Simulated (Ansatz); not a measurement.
**C3F6 (hexafluoropropylene): methods side by side**

C3F6, singlet, SMILES `FC(F)=C(F)C(F)(F)F`. Each level relaxes the structure for itself.

Quantity: the highest harmonic wavenumber at each level's own minimum, in cm⁻¹. The values are calculated.

```csv
level,kind,program,value (cm⁻¹)
HF/3-21G,Hartree–Fock,Ansatz,2053
HF/6-31G* (Cartesian functions),Hartree–Fock,Ansatz,2051
PBE/def2-SVP,GGA,Ansatz,1784
B3LYP/6-31G* (Cartesian functions),global hybrid,Ansatz,1850
PBE0-D4/def2-TZVP,global hybrid,Ansatz,1860
```

Harmonic and unscaled. The values span 1784 to 2053 cm⁻¹.
